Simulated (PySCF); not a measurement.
## Electron correlation in Si (silicon, neutral)

[Ne] 3s2 3p2, high-spin 3P determinant. All numbers are calculated (PySCF 2.14, the spin-free X2C one-electron Hamiltonian (Gaussian nucleus), in x2c-QZVPPall with one added diffuse shell each of s, p, d, f type (10s7p5d3f1g, 86 functions)). Frozen: 1s2; 12 electrons correlated.

```
  level  correlation energy (mhartree)
   CCSD                        -255.66
    (T)                          -4.93
CCSD(T)                        -260.59
```

Diagnostics: T1 = 0.0088, D1 = 0.0336, largest double amplitude 0.069.

Problem. Is a single reference adequate?

Solution. Yes: T1 lies below 0.03 and no double amplitude reaches 0.07.

This basis was not built for core-valence correlation, so the inner-shell part is incomplete.
